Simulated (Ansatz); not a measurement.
`[Cl][GeH]([Cl])[GeH3]` and `[CH3][GeH]([Cl])[Cl]` differ in one atom or group.

Ansatz, PBE0-D4/def2-TZVP geometries, multiplicity 1. 

Scalar relativity is left out up to krypton.

| property | `[Cl][GeH]([Cl])[GeH3]` |
| --- | --- |
| zero-point energy (PBE0-D4/def2-TZVP) / kJ/mol | 90.0 |
| HOMO energy (B3LYP/def2-TZVPP) / eV | -8.02 |
| LUMO energy (PBE0/def2-TZVPP) / eV | -0.91 |
| HOMO energy (PBE/def2-TZVPP) / eV | -7.05 |
| size of the dipole moment (ωB97M-V/def2-TZVPP) / D | 2.61 |
| HOMO–LUMO gap (PBE0/def2-TZVPP) / eV | 7.33 |

(1) Give the same properties after the change, and the shifts. (Estimate.)

## Answers

(1) The calculation gave: 
```json
{"property": "zero-point energy (PBE0-D4/def2-TZVP) / kJ/mol", "`[CH3][GeH]([Cl])[Cl]`": "124.9", "shift": "34.9"}
{"property": "HOMO energy (B3LYP/def2-TZVPP) / eV", "`[CH3][GeH]([Cl])[Cl]`": "-8.48", "shift": "-0.46"}
{"property": "LUMO energy (PBE0/def2-TZVPP) / eV", "`[CH3][GeH]([Cl])[Cl]`": "-0.31", "shift": "0.60"}
{"property": "HOMO energy (PBE/def2-TZVPP) / eV", "`[CH3][GeH]([Cl])[Cl]`": "-7.38", "shift": "-0.33"}
{"property": "size of the dipole moment (ωB97M-V/def2-TZVPP) / D", "`[CH3][GeH]([Cl])[Cl]`": "2.70", "shift": "0.09"}
{"property": "HOMO–LUMO gap (PBE0/def2-TZVPP) / eV", "`[CH3][GeH]([Cl])[Cl]`": "8.42", "shift": "1.09"}
```

With PBE0 the HOMO falls by 0.48 eV and the LUMO rises by 0.60 eV, so the gap widens by about 1.08 eV. PBE moves the HOMO by -0.33 eV and ωB97M-V by -0.66 eV. Dipoles are sizes alone; their direction can turn.

B3LYP here is the variant with VWN-RPA as its local correlation; programs differ in this.
